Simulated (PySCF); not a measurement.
PySCF job for CF, SMILES [C]F (connectivity only; charge and spin as stated), neutral, multiplicity 2, TDA-B3LYP/def2-TZVPD. Geometry optimised at PBE0-D3(BJ)/def2-TZVPD.

```python
import numpy as np
from pyscf import gto, scf, dft, tdscf

mol = gto.M(
    atom='''
    C     0.00000000    0.00000000   -0.76121711
    F     0.00000000    0.00000000    0.50747807
    ''',
    basis='def2-TZVPD',
    charge=0,
    spin=1,
    max_memory=1600,
    verbose=4,
)
mf = dft.UKS(mol, xc='b3lyp').density_fit(auxbasis='def2-universal-jkfit')
mf.grids.level = 3
mf.conv_tol = 1e-9
mf.max_cycle = 100
mf.kernel()
fine, coarse = mf.grids, dft.Grids(mol).set(level=1).build(with_non0tab=True)
for _ in range(3):  # follow internal instabilities
    mf.grids = coarse
    mo, _, stable, _ = mf.stability(return_status=True, nroots=4)
    mf.grids = fine
    if stable:
        break
    mf.kernel(mf.make_rdm1(mo, mf.mo_occ))
mf.grids = dft.Grids(mol).set(level=1).build(with_non0tab=True)  # coarser grid for the response kernel
td = tdscf.TDA(mf)
td.nstates = 10
td.conv_tol = 1e-4
td.kernel(x0=td.get_init_guess(mf, 15))
td.analyze()
```

It prints:

```
PySCF version 2.14.0

[INPUT] verbose = 4
[INPUT] num. atoms = 2
[INPUT] num. electrons = 15
[INPUT] charge = 0
[INPUT] spin (= nelec alpha-beta = 2S) = 1
[INPUT] symmetry False subgroup None
[INPUT] Mole.unit = angstrom
[INPUT] Symbol           X                Y                Z      unit          X                Y                Z       unit  Magmom
[INPUT]  1 C      0.000000000000   0.000000000000  -0.761217110000 AA    0.000000000000   0.000000000000  -1.438491859233 Bohr   0.0
[INPUT]  2 F      0.000000000000   0.000000000000   0.507478070000 AA    0.000000000000   0.000000000000   0.958994566523 Bohr   0.0

nuclear repulsion = 22.5235894643188
number of shells = 27
number of NR pGTOs = 107
number of NR cGTOs = 77
basis = def2-TZVPD
ecp = {}


[settings echo left out]
init E= -137.971508566151

WARN: alpha nocc = 8  HOMO -0.105240856717188 >= LUMO -0.105240856717144

  beta  nocc = 7  HOMO = -0.374922919584602  LUMO = -0.105240856717147

WARN: HOMO -0.105240856717188 >= LUMO -0.105240856717147

cycle= 1 E= -137.814018275864  delta_E= 0.157  |g|= 0.278  |ddm|= 0.808
  alpha nocc = 8  HOMO = -0.249028376874474  LUMO = -0.100977295493227
  beta  nocc = 7  HOMO = -0.427062393468692  LUMO = -0.13767476841646
  HOMO = -0.249028376874  LUMO = -0.137674768416  gap/eV = 3.03009
cycle= 2 E= -137.761211512049  delta_E= 0.0528  |g|= 0.508  |ddm|= 0.346
  alpha nocc = 8  HOMO = -0.227789765416976  LUMO = -0.0723068299898877
  beta  nocc = 7  HOMO = -0.394343032269614  LUMO = -0.111004346741119
  HOMO = -0.227789765417  LUMO = -0.111004346741  gap/eV = 3.17789
cycle= 3 E= -137.842054191083  delta_E= -0.0808  |g|= 0.0607  |ddm|= 0.211
  alpha nocc = 8  HOMO = -0.216208414070245  LUMO = -0.0556215143872905
  beta  nocc = 7  HOMO = -0.383050461879122  LUMO = -0.0961775180024702
  HOMO = -0.21620841407  LUMO = -0.0961775180025  gap/eV = 3.26621
cycle= 4 E= -137.84327080309  delta_E= -0.00122  |g|= 0.00999  |ddm|= 0.0371
  alpha nocc = 8  HOMO = -0.221068559962649  LUMO = -0.0562478683992147
  beta  nocc = 7  HOMO = -0.385978023462116  LUMO = -0.0983611915346323
  HOMO = -0.221068559963  LUMO = -0.0983611915346  gap/eV = 3.33904
cycle= 5 E= -137.843330202309  delta_E= -5.94e-05  |g|= 0.00327  |ddm|= 0.0119
  alpha nocc = 8  HOMO = -0.220610775516171  LUMO = -0.0550185232995126
  beta  nocc = 7  HOMO = -0.38457075344294  LUMO = -0.0974106965414627
  HOMO = -0.220610775516  LUMO = -0.0974106965415  gap/eV = 3.35244
cycle= 6 E= -137.843336736732  delta_E= -6.53e-06  |g|= 0.00052  |ddm|= 0.00353
  alpha nocc = 8  HOMO = -0.220828174073585  LUMO = -0.0551351178725028
  beta  nocc = 7  HOMO = -0.38477833333204  LUMO = -0.0975589269156849
  HOMO = -0.220828174074  LUMO = -0.0975589269157  gap/eV = 3.35433
cycle= 7 E= -137.843336949314  delta_E= -2.13e-07  |g|= 0.000145  |ddm|= 0.000639
  alpha nocc = 8  HOMO = -0.220804591197627  LUMO = -0.0551007913355015
  beta  nocc = 7  HOMO = -0.384759696763211  LUMO = -0.0975169095578643
  HOMO = -0.220804591198  LUMO = -0.0975169095579  gap/eV = 3.35483
cycle= 8 E= -137.843336963849  delta_E= -1.45e-08  |g|= 3.07e-05  |ddm|= 0.000152
  alpha nocc = 8  HOMO = -0.22080359152919  LUMO = -0.0551003021561769
  beta  nocc = 7  HOMO = -0.384758470326631  LUMO = -0.0975113183356235
  HOMO = -0.220803591529  LUMO = -0.0975113183356  gap/eV = 3.35495
cycle= 9 E= -137.843336964812  delta_E= -9.63e-10  |g|= 5.95e-06  |ddm|= 3.73e-05
  alpha nocc = 8  HOMO = -0.220804305053569  LUMO = -0.0551010242765138
  beta  nocc = 7  HOMO = -0.384759239376212  LUMO = -0.0975117917185635
  HOMO = -0.220804305054  LUMO = -0.0975117917186  gap/eV = 3.35496
Extra cycle  E= -137.843336964835  delta_E= -2.37e-11  |g|= 6.72e-06  |ddm|= 6.52e-06
converged SCF energy = -137.843336964835  <S^2> = 0.75380915  2S+1 = 2.0038055
tot grids = 10480
uhf_internal: lowest eigs of H = [1.59684745e-05 2.02098357e-01 3.86140550e-01 4.46312591e-01]
<class 'pyscf.df.df_jk.DFUKS'> wavefunction is stable in the internal stability analysis
tot grids = 10480


******** <class 'pyscf.tdscf.uks.TDA'> for <class 'pyscf.df.df_jk.DFUKS'> ********
nstates = 10
deg_eia_thresh = 1.000e-03
wfnsym = None
conv_tol = 0.0001
eigh lindep = 1e-12
eigh level_shift = 0
eigh max_cycle = 100


Excitation energies (eV)
[0.24684527 4.35716587 5.34520375 6.41768777 7.0807668  7.08431159
 7.13289683 7.63886426 8.00450737 9.16445175]

** Excitation energies and oscillator strengths **
Excited State   1:      0.24685 eV   5022.75 nm  f=0.0000
       8a ->    9a      0.99671
Excited State   2:      4.35717 eV    284.55 nm  f=0.0010
       7a ->    9a     -0.63043
       7b ->    8b      0.76479
Excited State   3:      5.34520 eV    231.95 nm  f=0.0201
       8a ->   10a      0.98972
       8a ->   14a      0.11717
Excited State   4:      6.41769 eV    193.19 nm  f=0.0399
       8a ->   11a     -0.83988
       8a ->   14a     -0.20368
       7b ->    9b      0.48622
Excited State   5:      7.08077 eV    175.10 nm  f=0.0162
       8a ->   11a      0.52076
       8a ->   16a      0.12458
       7b ->    9b      0.83099
Excited State   6:      7.08431 eV    175.01 nm  f=0.0000
       8a ->   13a     -0.99525
Excited State   7:      7.13290 eV    173.82 nm  f=0.0051
       8a ->   12a     -0.99450
Excited State   8:      7.63886 eV    162.31 nm  f=0.1046
       4a ->    9a      0.11083
       7a ->    9a      0.75357
       8a ->   15a      0.17180
       7b ->    8b      0.60973
Excited State   9:      8.00451 eV    154.89 nm  f=0.0302
       8a ->   10a     -0.12853
       8a ->   11a     -0.13328
       8a ->   14a      0.95905
       7b ->    9b      0.17738
Excited State  10:      9.16445 eV    135.29 nm  f=0.0002
       6a ->    9a      0.76691
       5b ->    8b     -0.62318
       6b ->    9b     -0.11184

** Transition electric dipole moments (AU) **
state          X           Y           Z        Dip. S.      Osc.
  1        -0.0000      0.0000     -0.0000      0.0000      0.0000
  2         0.0790      0.0543     -0.0000      0.0092      0.0010
  3        -0.2219      0.3230      0.0000      0.1536      0.0201
  4        -0.2853      0.4152      0.0000      0.2538      0.0399
  5        -0.1728      0.2515      0.0000      0.0931      0.0162
  6        -0.0000      0.0000      0.0001      0.0000      0.0000
  7         0.0000     -0.0000      0.1708      0.0292      0.0051
  8         0.6161      0.4233     -0.0000      0.5588      0.1046
  9        -0.2224      0.3236     -0.0000      0.1541      0.0302
 10        -0.0000     -0.0000     -0.0330      0.0011      0.0002

** Transition velocity dipole moments (imaginary part, AU) **
state          X           Y           Z        Dip. S.      Osc.
  1         0.0000     -0.0000     -0.0000      0.0000      0.0000
  2        -0.0111     -0.0076      0.0000      0.0002      0.0008
  3        -0.0376      0.0547      0.0000      0.0044      0.0150
  4        -0.0670      0.0975      0.0000      0.0140      0.0396
  5         0.0097     -0.0141      0.0000      0.0003      0.0008
  6         0.0000     -0.0000      0.0000      0.0000      0.0000
  7        -0.0000      0.0000      0.0641      0.0041      0.0104
  8         0.0209      0.0144     -0.0000      0.0006      0.0015
  9        -0.0353      0.0514     -0.0000      0.0039      0.0088
 10         0.0000     -0.0000      0.0004      0.0000      0.0000

** Transition magnetic dipole moments (imaginary part, AU) **
state          X           Y           Z
  1         0.0000      0.0000      1.0016
  2        -0.0330      0.0480      0.0000
  3        -0.5096     -0.3501      0.0000
  4        -0.1235     -0.0848      0.0000
  5        -0.5270     -0.3621     -0.0000
  6        -0.0000     -0.0000      0.0091
  7         0.0000      0.0000     -0.0000
  8        -0.6412      0.9332     -0.0000
  9        -0.5948     -0.4087      0.0000
 10         0.0000      0.0000     -0.0000
```

The run converged.
